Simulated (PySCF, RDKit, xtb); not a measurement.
Dimer: H2O (SMILES O) (first 3 atoms) with SO2 (SMILES O=S=O); geometry from B3LYP-D3(BJ)/def2-TZVP, rigid monomers moved along the line of their centres of mass till O1···S5 is 3.79 Å.
(charge 0, multiplicity 1):
```xyz
6

O      0.5057    -0.0902     0.6105
H      0.6067     0.8503     0.4224
H     -0.3627    -0.3346     0.2694
O     -1.3984    -0.6102     4.2368
S     -0.0461    -0.1275     4.3576
O      0.1537     1.2938     4.4852
```

Counterpoise-corrected where a basis set is named; no monomer relaxation. Rows marked so take none.

Rows in 3-21G carry no dispersion term and start afresh at each structure.

Codes used: PySCF for 3-21G rows; RDKit for the force fields; xtb for the GFN methods. 

Question: What is the computed interaction energy (B3LYP/3-21G (no counterpoise))?

Answer: -135 meV

Question: Estimate the interaction energy that MMFF94 returns for this input.

Answer: -113 meV

Question: Estimate the interaction energy that GFN2-xTB returns for this input.

Answer: -130 meV
